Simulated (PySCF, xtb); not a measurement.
CdFGeH3, SMILES [GeH3][Cd][F].

GFN2-xTB run with xtb 6.7.1 at its own geometry gives an orbital gap of 3.86 eV and a dipole moment of 5.00 D.

Geometry optimised at B3LYP-D3(BJ)/def2-SVP. The structure was generated by enumeration; whether it is a known compound was not checked. The def2 effective core potentials stand for the cores of Cd; spin–orbit coupling is left out.

Q: What does PySCF with CAM-B3LYP/def2-TZVPD give? (Estimate from the structure and the level; the computed values follow.)

A: gap 8.93 eV (levels -9.49 and -0.56 eV), dipole 3.14 D.
